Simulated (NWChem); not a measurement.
Species: C2H4AlF; SMILES C=[CH][AlH][F]

```xyz
8

Al    -0.3821     0.5831     0.0000
H     -1.9735     0.6422     0.0000
F      0.4516     2.0439     0.0000
C      0.5795    -1.1033     0.0000
C     -0.1346    -2.2532     0.0000
H      1.6826    -1.1872     0.0000
H      0.3362    -3.2542     0.0000
H     -1.2414    -2.2557     0.0000
```
Atoms are numbered in this order, from 1.

Level: PBE-D3(BJ)/def2-SVP (NWChem), optimised geometry, unscaled harmonic frequencies. 

```csv
frequency (cm⁻¹),IR intensity (km/mol)
79,1.3
129,4.2
276,12.2
398,3.6
518,165.7
634,46.1
653,118.8
844,148.3
958,14.6
962,29.6
1023,10.4
1219,4.5
1372,17.4
1594,19.0
1910,145.7
3026,17.0
3067,3.2
3112,11.6
```

The zero-point energy is 31.1 kcal/mol and the thermal correction to the enthalpy at 298.15 K (with zero-point energy) comes out as 35.3 kcal/mol. The heat capacity Cv is 18.3 cal/(mol K). The entropy at 298.15 K and 1 atm (symmetry number 1) comes out as 75.1 cal/(mol K). The dipole moment is 1.94 D.

Rigid rotor and harmonic oscillator; modes under 100 cm⁻¹ make the entropy uncertain.
